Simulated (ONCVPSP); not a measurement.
**What the settings do to the ONCV potential of lead (Pb)**

Base potential:

```
Element                 : lead (Pb)
Generator               : ONCVPSP 4.0.1
Type                    : optimised norm-conserving Vanderbilt (ONCV)
Functional              : PBE
Relativity              : scalar-relativistic
Frozen core             : [Xe] 4f14 5d10
Valence charge          : 4
Reference configuration : 6s1 6p3
Partial waves           : 6s: rc 2.05 bohr, ncon 4, nbas 7, qcut 2.6 1/bohr, 2 projectors, debl 3.2 Ha; 6p: rc 2.75 bohr, ncon 4, nbas 7, qcut 2.7 1/bohr, 3 projectors, debl 1.1 Ha
Local potential         : polynomial inside 1.30 bohr (lpopt 3, dvloc0 0 Ha)
Core correction         : Teter function fitted to the true core (icmod 2), fcfact 0.25
```

All-electron outer shells of the reference configuration (PBE, scalar-relativistic, ld1.x):

```json
{"shell": "5p", "level (eV)": "-87.65", "outermost node (bohr)": "0.49", "outermost maximum (bohr)": "0.88"}
{"shell": "5d", "level (eV)": "-22.87", "outermost node (bohr)": "0.52", "outermost maximum (bohr)": "1.07"}
{"shell": "6s", "level (eV)": "-13.14", "outermost node (bohr)": "1.01", "outermost maximum (bohr)": "1.95"}
{"shell": "6p", "level (eV)": "-4.22", "outermost node (bohr)": "1.18", "outermost maximum (bohr)": "2.60"}
```

Cutoffs, loose and tight: the cutoffs (Ha) at which the residual kinetic energy of the hardest occupied pseudo-wave falls to 1 and 0.1 mHa per electron. They do not see the model core or the augmentation charge, which bear on the density cutoff. Test errors are all-electron minus pseudo excitation energies from the reference, over the configurations 6s2 6p2; 6s2 6p1; 6s2 6p0; 6s2 6p1.5. A dash means not determined; rows that change the core or the reference have their own tests.

A true bound ghost makes a file unfit for plane-wave use even where its test errors are small: the radial tests pick states by their node count and pass the ghost by.

```csv
change,outcome,"cutoff, loose","cutoff, tight",bound ghosts,GHOST(+) flags above zero,largest test error (meV)
base,generated,23 Ha,29 Ha,none,p,4 of 4 tests not solved or not reliable
s: debl 2.55,generated,23 Ha,29 Ha,s,p,-15
"local potential polynomial inside 1.30 bohr (lpopt 3, dvloc0 -1 Ha)",generated,23 Ha,29 Ha,s,p,-15
"s: ncon 3, nbas 6",generated,19 Ha,33 Ha,s,p,-24
p: qcut 1.6,generated,23 Ha,29 Ha,none,p,4 of 4 tests not solved or not reliable
s: rc 2.3,generated,19 Ha,23 Ha,s,p,-24
core correction none,generated,23 Ha,29 Ha,none,p,4 of 4 tests not solved or not reliable
```

What comes out with this change to the base: all radii but the core radius scaled by about 1.16 (s 2.38, p 3.18 bohr); local potential polynomial inside 1.50 bohr (lpopt 3, dvloc0 0 Ha)?

outcome: generated; cutoff, loose: 17 Ha; cutoff, tight: 22 Ha; bound ghosts: none; GHOST(+) flags above zero: s, p; largest test error (meV): -40.

What comes out with this change to the base: s: nbas 8?

outcome: generated; cutoff, loose: 33 Ha; cutoff, tight: 41 Ha; bound ghosts: s; GHOST(+) flags above zero: p; largest test error (meV): -17.
